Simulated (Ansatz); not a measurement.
Wavefunction ladder for `N[Si]1(F)CS1`

```json
{"atom": "N1", "x (Å)": "-0.3112", "y (Å)": "-0.1298", "z (Å)": "1.6494"}
{"atom": "Si2", "x (Å)": "0.4639", "y (Å)": "0.1340", "z (Å)": "0.1823"}
{"atom": "F3", "x (Å)": "1.5210", "y (Å)": "1.2904", "z (Å)": "0.4487"}
{"atom": "C4", "x (Å)": "-0.2597", "y (Å)": "0.0826", "z (Å)": "-1.4845"}
{"atom": "S5", "x (Å)": "0.8580", "y (Å)": "-1.4228", "z (Å)": "-1.1053"}
{"atom": "H6", "x (Å)": "-0.8284", "y (Å)": "-0.9667", "z (Å)": "1.8496"}
{"atom": "H7", "x (Å)": "-0.2983", "y (Å)": "0.5372", "z (Å)": "2.4009"}
{"atom": "H8", "x (Å)": "-1.2907", "y (Å)": "-0.2148", "z (Å)": "-1.6522"}
{"atom": "H9", "x (Å)": "0.1453", "y (Å)": "0.6899", "z (Å)": "-2.2890"}
```

The species carries charge 0 and has multiplicity 1. The structure was optimised at the PBE0-D4/def2-TZVP level. It is one conformer, not always the lowest. Frozen core, restricted reference, Ansatz. CBS rows extrapolate triple and quadruple zeta; past MP2 they add the triple-zeta difference.

| basis | HF (Eh) | MP2 corr. |
| --- | --- | --- |
| def2-TZVPP | -880.76670 | -0.91395 |
| def2-QZVPP | -880.79640 | -0.98998 |

(1) Estimate the CCSD correlation energy and the (T) correction in each basis where they were run (hartree).

## Answers

(1) 
```json
{"basis": "def2-TZVPP", "CCSD corr.": "-0.94625", "(T)": "-0.03879"}
{"basis": "CBS(def2)", "CCSD corr.": "-1.07858", "(T)": "as TZ"}
```
